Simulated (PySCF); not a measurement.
SMILES COc1ccc([SeH])cc1 at its GFN2-xTB optimised geometry (Å):

```
17

C     -2.9826    -1.0382     0.0150
O     -2.2012     0.1318     0.0008
C     -0.8460     0.0099     0.0000
C     -0.1282     1.2081    -0.0010
C      1.2487     1.2046    -0.0006
C      1.9357    -0.0027     0.0004
Se     3.8533    -0.0663     0.0024
C      1.2316    -1.1956     0.0000
C     -0.1519    -1.1956     0.0000
H     -2.8067    -1.6508    -0.8753
H     -4.0176    -0.7003     0.0194
H     -2.7940    -1.6367     0.9120
H     -0.6790     2.1354    -0.0016
H      1.7904     2.1403    -0.0009
H      4.0176     1.3702     0.0057
H      1.7664    -2.1359     0.0000
H     -0.6723    -2.1403     0.0000
```

Level of theory: PySCF 2.14.0 with CAM-B3LYP/def2-SVP.

Map of the HOMO−1 amplitude (bohr^(-3/2)) on the plane z = 0.8 Å; orbital energy -8.65 eV, overall sign arbitrary:

```
|=============================|
|=============================|
|=============================|
|=============================|
|=============================|
|=============================|
|=============================|
|=============================|
|=============+++++===========|
|============+++++++==========|
|===========+*####*++=========|
|===========+*%@@%%*+==--=====|
|========--=+*%@%%#+=--:--====|
|========-:-=*##**+=--:..:-===|
|========-.:=+*++=-:::.  :-===|
|=========--====--::::. .:-===|
|======+++====--:..:--:::-====|
|======+**+===-::..:-----=====|
|======++*+===---::--=========|
|=======+++======--===========|
|=============================|
|=============================|
|=============================|
|=============================|
|=============================|
|=============================|
|=============================|
|=============================|
|=============================|
```
Scale: ten equal steps from -0.101 (start of ' ') to 0.118 (end of '@'), in the order ' .:-=+*#%@'; x runs from -6.50 to 6.50, y from -6.50 (bottom) to 6.50 (top).
